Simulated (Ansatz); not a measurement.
Reactions of F₂GeH₂S₂, SMILES `[F][Ge]([F])([SH])[SH]`.

Gas-phase electronic energies from Ansatz, PBE0-D4/def2-TZVP geometries. CBS: MP2 limit from def2 TZ/QZ plus the TZ coupled-cluster correction, frozen cores. This one scheme is used for every species, atoms too. DFT in def2-TZVPP. No spin–orbit coupling; open shells (•) take unrestricted orbitals. Spin–orbit coupling would lower the free atoms: a little for F, S; clearly for Ge. Bonds to Ge are less sure, by a few kJ/mol each and by 10 to 20 or more in all where they break to atoms, as the def2 sets lack core-valence functions. Scalar relativity is left out up to krypton. Each species was taken in one conformer, which may not be the lowest.

```
                                                                              reaction  MP2/CBS(def2) (eV)  r2SCAN-D4 (eV)  ωB97M-V (eV)  CCSD(T)/CBS(def2) (eV)
                                        `[F][Ge]([F])([SH])[SH]` → F₂ + `[SH][Ge][SH]`                7.82            7.34          7.31                    7.40
                                   `[F][Ge]([F])([SH])[SH]` → 2 F• + Ge• + 2 H• + 2 S•               24.43           23.71         23.55                   23.62
                      `[F][Ge]([F])([SH])[SH]` + H₂S → `[F][Ge]([SH])([SH])[SH]` + H–F                0.00            0.17          0.18                    0.09
`[F][Ge]([F])([SH])[SH]` + `S[CH2][GeH3]` → `[F][Ge]([SH])([SH])[SH]` + `F[CH2][GeH3]`                0.77            0.64          0.66                    0.72
                       `[F][Ge]([F])([SH])[SH]` + HCl → `[F][Ge]([F])([SH])[Cl]` + H₂S               -0.16           -0.18         -0.20                   -0.17
                                        `[F][Ge]([F])([SH])[SH]` → `[F][Ge][F]` + `SS`                1.95            1.95          1.71                    1.82
                        `[F][Ge]([F])([SH])[SH]` + H–F → `[F][Ge]([F])([F])[SH]` + H₂S                0.00           -0.13         -0.13                   -0.06
```

Largest T1 diagnostic: 0.015, for `[F][Ge][F]`.
